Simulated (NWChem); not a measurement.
BH₂S₂Cl; SMILES SB(S)Cl

```xyz
6

B      0.0000     0.0000     0.0097
Cl     0.0000     0.0000    -1.7522
S      1.6184     0.0000     0.7991
H      1.2034     0.0000     2.0838
S     -1.6184     0.0000     0.7991
H     -1.2034     0.0000     2.0838
```
Atoms are numbered in this order, from 1.

Program: NWChem. Geometry: optimised at PBE0/def2-SVP. Ions are spin-unrestricted doublets at the neutral geometry; other ion states weren't tried.

What does the run give for CAM-B3LYP/def2-SVP? Quantities: vertical ionisation energy, ΔSCF (eV); −ε(HOMO) (eV).


| Quantity | Result |
|---|---|
| vertical ionisation energy, ΔSCF (eV) | 9.98 |
| −ε(HOMO) (eV) | 8.92 |
